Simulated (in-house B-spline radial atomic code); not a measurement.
In²⁺. Computed with a B-spline radial atomic code. Model: non-relativistic spherical atom: semilocal Troullier-Martins pseudo-atom, one channel per l, against all electrons, high spin, G0W0 and RPA with empty states to l = 8, local potential for every l without a channel, a model core (radius 0 = none) keeps its share of the functional.

Without relativity these are model numbers for so heavy an element.

What the tables leave out is listed at the end.

The pseudopotential gives back the lowest level of each angular momentum of its own functional in the configuration it was made in; a second state of the same l is only approximately right. Exact exchange, RPA and GW see the smooth pseudo-orbitals and miss the exchange with the core, for which the functional's share stands in. The column with an uncorrelated core keeps all orbitals and exact exchange, and so separates missing core correlation from pseudisation. Only the three outermost levels and the lowest empty one were computed. RPA here is direct RPA, with no exchange kernel, and its energies carry an (l + 1/2)⁻⁴ tail. A hybrid on a potential with a model core restores only its own semilocal share of the core's exchange.

Command:
```bash
python run_psgw.py task.json out
```
Settings (lengths in bohr, energies in hartree):
```
Z                      49
electrons              47
configuration          [Kr] 4d10 5s1
generated_in           [Kr] 4d10 5s1
functional             pbe,pbe
core_shells            7
radius_factor          1.15
core_correction        False
ion_configuration      [Kr] 4d10
```

Time taken, with all properties: 58 s on 1 thread of Intel(R) Xeon(R) Platinum 8259CL CPU @ 2.50GHz (Skylake/Cascade Lake) (shared host).

Given: made with PBE; model core radius 0 bohr; local radius 1.176 bohr; mean-field start PBE.

Valence shells of the generating configuration: 4p, 4d, 5s.

Channel: s 2.442, p 0.952, d 1.073 (radii in bohr).

Computed: largest level miss in the spin-unpolarised generating configuration 0.001 eV; valence RPA correlation energy all-electron orbitals -1.0823 hartree; all-electron RPA polarisability, core included 12.013 bohr³; pseudo-atom RPA polarisability 11.987 bohr³; ionisation by mean-field all-electron 27.388 eV; ionisation by mean-field pseudo minus all 0.008 eV; ionisation by RPA pseudo minus all 1.411 eV.

```json
{"level": "5s up", "occupied": "1", "mean-field all-electron (eV)": "-23.122", "mean-field pseudo minus all (eV)": "-0.008", "G0W0 all-electron (eV)": "-27.595", "G0W0 uncorrelated core minus all (eV)": "-0.02", "G0W0 pseudo minus all (eV)": "-1.212", "exchange self-energy all-electron (eV)": "-14.303", "exchange self-energy pseudo (eV)": "-14.664"}
{"level": "4d down", "occupied": "1", "mean-field all-electron (eV)": "-37.215", "mean-field pseudo minus all (eV)": "0.003", "G0W0 all-electron (eV)": "-45.015", "G0W0 uncorrelated core minus all (eV)": "0.106", "G0W0 pseudo minus all (eV)": "0.978", "exchange self-energy all-electron (eV)": "-42.912", "exchange self-energy pseudo (eV)": "-35.493"}
{"level": "5s down (empty)", "occupied": "0", "mean-field all-electron (eV)": "-22.06", "mean-field pseudo minus all (eV)": "0.008", "G0W0 all-electron (eV)": "-18.369", "G0W0 uncorrelated core minus all (eV)": "-0.017", "G0W0 pseudo minus all (eV)": "-1.192", "exchange self-energy all-electron (eV)": "-4.1857", "exchange self-energy pseudo (eV)": "-4.6187"}
```

(1) What is the valence RPA correlation energy pseudo?

(2) What is the ionisation by RPA all-electron?

Given: mean-field start PBE0.

Computed: valence RPA correlation energy pseudo -1.1917 hartree; all-electron RPA polarisability, core included 10.716 bohr³; pseudo-atom RPA polarisability 9.9842 bohr³; ionisation by mean-field pseudo minus all 0.562 eV; ionisation by RPA all-electron 27.338 eV; ionisation by RPA pseudo minus all 1.524 eV.

```tsv
level	occupied	mean-field all-electron (eV)	mean-field pseudo minus all (eV)	G0W0 all-electron (eV)	G0W0 uncorrelated core minus all (eV)	G0W0 pseudo minus all (eV)	exchange self-energy all-electron (eV)	exchange self-energy pseudo (eV)
5s up	1	-23.924	-0.494	-27.467	-0.017	-1.381	-14.131	-15.183
4d down	1	-39.753	0.326	-45.323	0.112	1.055	-42.99	-35.548
4d up	?	?	?	?	?	?	?	?
5s down (empty)	0	-20.631	-0.447	-18.18	-0.014	-1.147	-3.9074	-4.7556
```

(3) What belongs in the row 4d up?

(4) What is the ionisation by mean-field all-electron?

(5) What is the valence RPA correlation energy all-electron orbitals?

Given: mean-field start Hartree-Fock.

Computed: valence RPA correlation energy all-electron orbitals -0.90947 hartree; valence RPA correlation energy pseudo -1.0724 hartree; all-electron RPA polarisability, core included 8.6829 bohr³; pseudo-atom RPA polarisability 6.6995 bohr³; ionisation by mean-field all-electron 25.566 eV; ionisation by RPA pseudo minus all 1.672 eV.

```
          level  occupied  mean-field all-electron (eV)  mean-field pseudo minus all (eV)  G0W0 all-electron (eV)  G0W0 uncorrelated core minus all (eV)  G0W0 pseudo minus all (eV)  exchange self-energy all-electron (eV)  exchange self-energy pseudo (eV)
          5s up         1                       -25.686                            -2.445                 -27.141                                 -0.009                      -1.689                                 -13.382                           -16.791
        4d down         1                        -46.19                             1.378                 -45.989                                  0.121                       1.416                                 -43.089                           -35.636
          4d up         ?                             ?                                 ?                       ?                                      ?                           ?                                       ?                                 ?
5s down (empty)         0                       -16.055                            -1.547                 -17.777                                 -0.006                      -1.025                                 -2.9184                            -4.903
```

(6) What belongs in the row 4d up?

(7) What is the ionisation by RPA all-electron?

(8) What is the ionisation by mean-field pseudo minus all?

## Answers

(1) -1.2395 hartree.

(2) 27.475 eV.

(3) occupied: 1; mean-field all-electron (eV): -39.987; mean-field pseudo minus all (eV): 0.252; G0W0 all-electron (eV): -45.559; G0W0 uncorrelated core minus all (eV): 0.106; G0W0 pseudo minus all (eV): 0.852; exchange self-energy all-electron (eV): -42.975; exchange self-energy pseudo (eV): -35.815.

(4) 27.045 eV.

(5) -1.0319 hartree.

(6) occupied: 1; mean-field all-electron (eV): -46.367; mean-field pseudo minus all (eV): 1.048; G0W0 all-electron (eV): -46.174; G0W0 uncorrelated core minus all (eV): 0.114; G0W0 pseudo minus all (eV): 1.195; exchange self-energy all-electron (eV): -43.003; exchange self-energy pseudo (eV): -35.903.

(7) 27.006 eV.

(8) 2.359 eV.

Among the listed levels the largest G0W0 shift of the pseudo-atom is -1.69 eV, for 5s up on the Hartree-Fock start, while leaving the core uncorrelated moves that level by -0.01 eV. So pseudisation and the lost core exchange, not the missing core correlation, make the error. Not in the tables (levels of low weight, unsolved or above zero; the highest and the empty levels are kept at any weight): on PBE the G0W0 levels 4d up (pseudo minus all +0.89 eV, weights 0.84 and 0.78).
